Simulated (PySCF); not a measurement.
H10N2Si3, SMILES N[SiH2]N[SiH2][SiH3].

Geometry: PBE0-D3(BJ)/def2-SVP. The structure was generated by enumeration, and PubChem lists no compound with its InChIKey, so it may never have been made. One conformer was computed; it need not be the lowest.

The numbers are results of SMD-ωB97X/6-31G* in PySCF, not measurements.

Solvation free energies are E(SMD) − E(gas) at the gas-phase geometry, for 1 M in both phases. In vacuum the dipole moment is 1.66 D.

```tsv
solvent	ΔG(solv) (kcal/mol)	its non-electrostatic (CDS) part	dipole (D)
water	0.5	5.7	2.06
dimethylsulfoxide	-2.2	2.8	2.05
ethylethanoate	-3.0	0.9	1.96
```
